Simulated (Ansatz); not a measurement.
`[CH3][Bi]([CH3])[CH3]`. Total charge 0; spin multiplicity 1. Bi takes the def2 core potential.

```xyz
13

C     0.154   -1.743   -0.714
Bi   -0.925    0.232   -0.837
C    -1.231    0.344    1.392
C     0.987    1.421   -0.760
H    -0.563   -2.536   -0.501
H     0.898   -1.696    0.081
H     0.645   -1.948   -1.666
H    -0.294    0.105    1.895
H    -2.001   -0.368    1.689
H    -1.548    1.351    1.665
H     0.755    2.470   -0.570
H     1.507    1.335   -1.714
H     1.617    1.034    0.041
```

Task: What are the harmonic wavenumbers in cm⁻¹ at PBE0-D4/def2-TZVP (Ansatz, finite differences of forces, unscaled)? (Estimate.)

Result: The calculation gave: 86, 102, 102, 154, 154, 163, 479, 479, 482, 678, 695, 695, 792, 793, 793, 1190, 1190, 1208, 1440, 1446, 1446, 1452, 1452, 1461, 3060, 3062, 3062, 3163, 3163, 3163, 3167, 3167, 3167.

Task: Is this a minimum?

Result: Yes, all 33 modes are real.

Task: Give the ideal-gas thermochemistry at 298.15 K and 1 bar (rigid rotor, harmonic oscillator; point group C3v, symmetry number 3).

Result: Zero-point energy 281.8 kJ/mol; H(298) − E = 306.2 kJ/mol; entropy 373.8 J/(mol·K), of which translation 177.9, rotation 102.7, vibration 93.2; G(298) − E = 194.7 kJ/mol. Modes under 100 cm⁻¹ are hindered rotations or soft bends, so the harmonic entropy is rough.
